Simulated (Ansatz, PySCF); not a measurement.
CHCl2, SMILES Cl[CH]Cl (connectivity only; charge and spin as stated), charge +1, multiplicity 1. Atoms are numbered in the order given.

```xyz
4

Cl     0.0000    -1.4326     0.1569
C      0.0000     0.0000    -0.6062
Cl     0.0000     1.4326     0.1569
H      0.0000     0.0000    -1.6977
```
Charge +1, spin multiplicity 1.

The structure is a stationary point at r2SCAN-D4/def2-TZVP. The spin state was assumed, not searched. The isomer is the one that the SMILES or the coordinates give; other isomers of the formula were not compared.

Vertical ionisation energy (IE) and electron affinity (EA) in eV. Rows of orbital energies are one-electron estimates. Where ΔSCF, EOM or ADC give a negative EA the extra electron is unbound and the value depends on the basis.

| level | IE | EA |
|---|---|---|
| −ε(HOMO), −ε(LUMO), PBE0/def2-TZVPD (PySCF) | 16.39 | 10.45 |
| −ε(HOMO), −ε(LUMO), PBE/def2-TZVPD (PySCF) | 14.92 | 11.36 |
| ADC(2)/aug-cc-pVDZ (PySCF) | 18.51 | 8.52 |
| ΔSCF, CAM-B3LYP/def2-TZVPD (Ansatz), final states of multiplicity 2 and 2 | 19.13 | 8.23 |
| ΔSCF, PBE/def2-TZVPD (Ansatz), final states of multiplicity 2 and 2 | 18.64 | 7.91 |

Q: What vertical singlet–triplet gap does ΔSCF give with CAM-B3LYP/def2-TZVPD (Ansatz, a first-principles code) and with PBE/def2-TZVPD (Ansatz)? (An estimate is asked for; the answer gives what the named calculation found.)

A: 3.82 and 3.57 eV (triplet above singlet where positive).

Q: Beyond the first one, list the lowest photoelectron lines from PySCF 2.14.0 with ADC(2)/aug-cc-pVDZ with their pole strengths (two spins summed). (Estimate from the structure and the level; the computed values follow.)

A: 18.76 eV (1.80), 18.89 eV (1.81), 21.54 eV (1.78), 23.31 eV (1.77), 24.02 eV (1.74).
